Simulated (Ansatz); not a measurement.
Cost and result for the atomization energy of `CO[SiH2][SiH2]O` (13 atoms, 12 bonds).

```xyz
13

C     0.120    2.222   -0.419
O     0.253    0.878   -0.010
Si   -0.795   -0.316   -0.493
Si    0.179   -2.141    0.629
O     1.516   -1.499    1.356
H     0.926    2.803    0.033
H    -0.839    2.642   -0.093
H     0.191    2.314   -1.508
H    -0.807   -0.413   -1.983
H    -2.187    0.026   -0.076
H    -0.737   -2.729    1.645
H     0.574   -3.235   -0.300
H     1.605   -0.551    1.218
```

Charge 0, multiplicity 1. The geometry is a stationary point of PBE0-D4/def2-TZVP. It is one conformer, not always the lowest. Program: Ansatz. All runs use 4 threads of an Intel Xeon Platinum 8488C on a shared host. Times are those of one run each, without the atoms' runs, and a repeat can differ threefold. Electronic energies, without spin–orbit coupling; frozen cores. CCSD(T)/CBS adds CCSD(T) − MP2 in def2-TZVPP to the MP2 limit, and its time is that of the two runs behind it. T1 = 0.012.

CCSD(T)/CBS is a level of theory with its own doubt, some kJ/mol a heavy atom from the limit and from the frozen cores, so smaller differences don't rank the functionals.

```tsv
level	functions	wall time
BLYP-D4/def2-TZVPP	289	1.7 s
PBE0-D4/def2-TZVPP	289	2.6 s
r2SCAN-D4/def2-TZVPP (with forces)	289	3.4 s
CAM-B3LYP-D4/def2-TZVPP	289	3.6 s
r2SCANh-D4/def2-TZVPP	289	4.2 s
CCSD(T)/def2-SVP	118	4.9 s
B2PLYP/def2-TZVPP	289	5.5 s
B97M-V/def2-TZVPP	289	6.5 s
ωB97X-V/def2-TZVPP	289	6.5 s
ωB97M-V/def2-TZVPP (with forces)	289	8.5 s
MP2/def2-QZVPP	551	23 s
CCSD(T)/def2-TZVPP	289	2.5 min
CCSD(T)/CBS(def2)	–	2.8 min
```

**Question.** What atomization energy does each give, and how far from CCSD(T)/CBS? (Best estimate.)

**Answer.** The calculation gave: 
| level | atomization (kcal/mol) | difference from CCSD(T)/CBS | per bond |
| --- | --- | --- | --- |
| BLYP-D4/def2-TZVPP | 1082.9 | -9.9 | -0.8 |
| PBE0-D4/def2-TZVPP | 1078.2 | -14.6 | -1.2 |
| r2SCAN-D4/def2-TZVPP (with forces) | 1088.8 | -4.0 | -0.3 |
| CAM-B3LYP-D4/def2-TZVPP | 1094.0 | 1.2 | 0.1 |
| r2SCANh-D4/def2-TZVPP | 1082.2 | -10.6 | -0.9 |
| CCSD(T)/def2-SVP | 1014.5 | -78.3 | -6.5 |
| B2PLYP/def2-TZVPP | 1075.5 | -17.3 | -1.4 |
| B97M-V/def2-TZVPP | 1090.2 | -2.6 | -0.2 |
| ωB97X-V/def2-TZVPP | 1094.5 | 1.7 | 0.1 |
| ωB97M-V/def2-TZVPP (with forces) | 1090.6 | -2.2 | -0.2 |
| MP2/def2-QZVPP | 1091.5 | -1.3 | -0.1 |
| CCSD(T)/def2-TZVPP | 1062.4 | -30.4 | -2.5 |
| CCSD(T)/CBS(def2) | 1092.8 | 0.0 | 0.0 |

From PBE to PBE0 (25 % exact exchange), in def2-TZVPP and without D4, the atomization energy moves by −14.6 kcal/mol: exact exchange takes away binding that semilocal exchange gives to molecules. At CCSD(T), def2-SVP lies −78.2 kcal/mol from the extrapolated value and def2-TZVPP −30.4 kcal/mol: correlation converges slowly with the basis, and small sets miss more of it in the bonded molecule than in its fragments. In def2-TZVPP, CCSD(T) changes the Hartree–Fock value by +264.6 kcal/mol (the triples alone add +13.2 kcal/mol) and MP2 by +275.5 kcal/mol; breaking electron pairs costs correlation energy, which Hartree–Fock lacks.
